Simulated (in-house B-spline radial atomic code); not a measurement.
# Binding energies in Mo4+

NIST's tabulated ground configuration is [Kr] 4d2; each binding energy is the energy of the ion with one electron taken from that subshell, relaxed, less that of the parent. Level of theory: Dirac-Hartree-Fock, average of configuration, Fermi nucleus of rms radius 4.4091 fm; calculated with a B-spline radial code for spherical atoms. Energies include first-order Breit, QED and recoil terms.

```
subshell  X-ray name  binding energy (eV)  -ε (eV)  relaxation (eV)
      1s           K              20060.9  20170.8             55.5
      2s          L1               2934.4   2966.8             27.2
   2p1/2          L2               2688.6   2723.7             30.1
   2p3/2          L3               2583.7   2616.5             29.3
      3s          M1                569.2    578.6              8.6
   3p1/2          M2                475.2    484.6              8.8
   3p3/2          M3                457.4    466.3              8.5
      4s          N1                125.3    126.8              1.4
   4p1/2          N2                94.88    96.22             1.26
   4p3/2          N3                92.19    93.42             1.19
      4d        N4,5                52.35    52.94             0.60
```

Relaxation = -ε minus the binding energy without Breit, QED and recoil terms.

Emission lines follow as differences of binding energies, with λ = 12398.42 eV·Å / E:

| line | holes | energy (eV) | wavelength (Å) |
| --- | --- | --- | --- |
| K-L3 | 1s → 2p3/2 | 17477.2 | 0.70941 |
| K-L2 | 1s → 2p1/2 | 17372.3 | 0.71369 |
| K-M3 | 1s → 3p3/2 | 19603.5 | 0.63246 |
| L1-M3 | 2s → 3p3/2 | 2477.0 | 5.0054 |
| L3-M1 | 2p3/2 → 3s | 2014.5 | 6.1546 |

(1) What screening constant σ does Moseley's law, E = (3/4)·13.6057 eV·(Z - σ)², need for K-L3?

Moseley's non-relativistic formula needs a falling, then negative, screening constant for heavy elements, because relativity binds the 1s electron more strongly than the formula allows.

(2) What does it cost to remove both a 2s and a 2p1/2 electron?

(3) What does it cost to remove both a 3s and a 4p3/2 electron?

(4) What does it cost to remove both a 1s and a 2p1/2 electron?

Answers

(1) σ = 0.61.

(2) 5723.6 eV, which is 100.6 eV more than the two single binding energies together.

(3) 682.55 eV, which is 21.12 eV more than the two single binding energies together.

(4) 22931 eV, which is 181.3 eV more than the two single binding energies together.
